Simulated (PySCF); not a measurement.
ZnI, SMILES [I][Zn+], charge +1.

Coordinates come from a r2SCAN-D4/def2-TZVP optimisation. The multiplicity is an assumed one; other spin states were not compared. The def2 effective core potentials stand for the cores of I; spin–orbit coupling is left out.

Method: PySCF with TDDFT-M06-2X/def2-TZVPD.

Vertical excitations; the highest root listed may be one member of a degenerate set. Gas-phase values at a fixed geometry. State labels are in the subgroup C2v.

Computed UV-visible absorptions:
| state | symmetry | energy (eV) | λ (nm) | f | main pairs |
|---|---|---|---|---|---|
| S1 | B2 | 1.78 | 698 | 0.003 | HOMO→LUMO (degenerate set) |
| S2 | B1 | 1.78 | 698 | 0.003 | HOMO−1→LUMO (degenerate set) |
| S3 | A1 | 4.61 | 269 | 0.188 | HOMO−2→LUMO 83 % |
| S4 | A2 | 5.64 | 220 | 0.000 | HOMO−1→LUMO+2 49 %, HOMO→LUMO+1 49 % |
| S5 | A2 | 5.80 | 214 | 0.000 | HOMO→LUMO+1, HOMO−1→LUMO+2 (degenerate set) |
| S6 | A1 | 5.80 | 214 | 0.000 | HOMO−1→LUMO+1, HOMO→LUMO+2 (degenerate set) |
| S7 | A1 | 7.01 | 177 | 0.746 | HOMO→LUMO+2 40 %, HOMO−1→LUMO+1 40 %, HOMO−2→LUMO 17 % |
| S8 | B1 | 8.07 | 154 | 0.016 | HOMO−2→LUMO+1, HOMO−1→LUMO+3 (degenerate set) |
| S9 | B2 | 8.07 | 154 | 0.016 | HOMO−2→LUMO+2, HOMO→LUMO+3 (degenerate set) |
| S10 | B1 | 8.41 | 147 | 0.181 | HOMO−1→LUMO+3 52 %, HOMO−2→LUMO+1 39 % |
| T1 | B1 | 1.49 | 832 | 0 | HOMO−1→LUMO (degenerate set) |
| T2 | B2 | 1.49 | 832 | 0 | HOMO→LUMO (degenerate set) |
| T3 | A1 | 2.92 | 424 | 0 | HOMO−2→LUMO 98 % |
| T4 | A1 | 5.48 | 226 | 0 | HOMO→LUMO+2 48 %, HOMO−1→LUMO+1 48 % |
Triplets are in the Tamm–Dancoff approximation, which puts them higher than full response would, so one can lie above its singlet here.
